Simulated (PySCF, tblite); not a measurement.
Potential energy surface of H4P (cation, charge +1), singlet: flattening of a tetrahedron along the D2d path, bond length relaxed. Scanned: the two opposite H-P-H angles (109.47 = tetrahedral, 180 = square planar). Other coordinates (P-H bond length) were minimised at B3LYP/def2-TZVP.

Methods: GFN2-xTB, 300 K electronic temperature (tblite); CCSD(T) on RHF/cc-pVTZ, 5 core orbitals frozen (PySCF).

Energies relative to the lowest point of each profile, in kcal/mol; the last columns give the difference from CCSD(T):

| a / ° | GFN2-xTB | CCSD(T) | GFN2-xTB − CCSD(T) |
|---|---|---|---|
| 90 | 10.5 | 13.3 | -2.8 |
| 95 | 5.6 | 7.2 | -1.6 |
| 100 | 2.3 | 3.1 | -0.7 |
| 105 | 0.5 | 0.7 | -0.2 |
| 109.47 | 0.0 | 0.0 | 0.0 |
| 115 | 0.7 | 1.0 | -0.3 |
| 120 | 2.6 | 3.6 | -0.9 |
| 130 | 9.6 | 13.2 | -3.6 |
| 140 | 20.3 | 28.4 | -8.0 |
| 150 | 34.4 | 48.7 | -14.3 |
| 160 | 51.3 | — | — |
| 170 | 70.7 | — | — |
| 180 | 89.4 | — | — |

GFN2-xTB is furthest from CCSD(T) at 150 (-14.3 kcal/mol, below); its mean absolute difference over the points is 3.2 kcal/mol.

Dashes: no converged value, or the column stops at the first point that the program doubted or that broke a chosen test of continuity, which isn't proof of a fault.
